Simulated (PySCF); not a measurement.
Electronic structure of Bi (bismuth, neutral) at the r2SCANh level

Configuration: [Xe] 4f14 5d10 6s2 6p2 7s1, high-spin 4P determinant (an excited configuration). Computed with PySCF 2.14 in aug-cc-pVTZ-PP with ECP60MDF, with scalar relativity through the core potential.

```
Total energy                                                  : -214.4953 hartree
One-electron energy                                           : -370.1768 hartree
Hartree (Coulomb) energy                                      : 172.7616 hartree
Exchange-correlation energy                                   : -17.0800 hartree
⟨S²⟩                                                          : 3.7537
⟨L²⟩                                                          : 2.055
Sum of ⟨r⟩                                                    : 35.99 bohr
Sum of ⟨r²⟩                                                   : 93.26 bohr²
Traceless quadrupole moment −½Σ⟨3z² − r²⟩ along its main axis : 0.655 e·bohr²
```

```json
{"shell": "5s α", "electrons": "1", "mean orbital energy (eV)": "-166.61", "spread (eV)": "0", "rms radius, mean of both spins (bohr)": "0.895"}
{"shell": "5s β", "electrons": "1", "mean orbital energy (eV)": "-166.43", "spread (eV)": "0", "rms radius, mean of both spins (bohr)": "0.895"}
{"shell": "5p α", "electrons": "3", "mean orbital energy (eV)": "-104.63", "spread (eV)": "0.437", "rms radius, mean of both spins (bohr)": "1.02"}
{"shell": "5p β", "electrons": "3", "mean orbital energy (eV)": "-104.52", "spread (eV)": "0.555", "rms radius, mean of both spins (bohr)": "1.02"}
{"shell": "5d α", "electrons": "5", "mean orbital energy (eV)": "-32.159", "spread (eV)": "0.480", "rms radius, mean of both spins (bohr)": "1.33"}
{"shell": "5d β", "electrons": "5", "mean orbital energy (eV)": "-31.899", "spread (eV)": "0.688", "rms radius, mean of both spins (bohr)": "1.33"}
{"shell": "6s α", "electrons": "1", "mean orbital energy (eV)": "-18.953", "spread (eV)": "0", "rms radius, mean of both spins (bohr)": "2.27"}
{"shell": "6s β", "electrons": "1", "mean orbital energy (eV)": "-17.090", "spread (eV)": "0", "rms radius, mean of both spins (bohr)": "2.27"}
{"shell": "6p α", "electrons": "2", "mean orbital energy (eV)": "-8.222", "spread (eV)": "0", "rms radius, mean of both spins (bohr)": "3.07"}
{"shell": "7s α", "electrons": "1", "mean orbital energy (eV)": "-2.048", "spread (eV)": "0", "rms radius, mean of both spins (bohr)": "6.22"}
```

Energies and moments cover only the electrons outside the core potential. Spin-orbit coupling is strong in this species (close to jj coupling), so the high-spin LS determinant is a model state, not a physical level. The outer electron is Rydberg-like, and this basis confines it to a smaller radius and binds it less than a complete one would.
